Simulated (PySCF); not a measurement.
A GIAO shielding run with PySCF 2.14 (density fitting, non-relativistic, gas phase) on SMILES C(=C(CC)[SiH2]C)=S, C5H10SSi:

```
$ OMP_NUM_THREADS=1 python probes_run.py task.json out

{"job": {"kind": "nmr", "xc": "PBE0", "basis": "pcSseg-1"}, "charge": 0, "multiplicity": 1}
C     -2.739049    -0.234697     0.310992
C     -1.383929    -0.846416    -0.018908
C     -0.237260     0.080865     0.289392
C     -0.343193     1.294456     0.714545
S     -0.318621     2.770291     1.235014
Si     1.509527    -0.622716     0.019457
C      2.819028     0.680738     0.421047
H     -2.789842     0.033761     1.364051
H     -2.903126     0.664671    -0.278547
H     -3.535898    -0.942715     0.094124
H     -1.344120    -1.107826    -1.080337
H     -1.245602    -1.771646     0.547216
H      1.592763    -1.044899    -1.386423
H      1.637356    -1.796032     0.896404
H      2.666057     1.105105     1.409033
H      3.815065     0.250080     0.395153
H      2.793847     1.499010    -0.292660
```

Hardware: 1 thread of an Arm Neoverse N1, shared host. The job also computes population analyses, field gradients.

Problem. How large is the calculation?

Solution. 70 electrons, 183 basis functions and 993 auxiliary functions.

Problem. How long does it take, and how much memory does it need?

Solution. 72 s of wall time, with 14 SCF cycles and 5 response iterations; peak memory 0.83 GiB. Times on a shared host scatter by some tens of per cent.
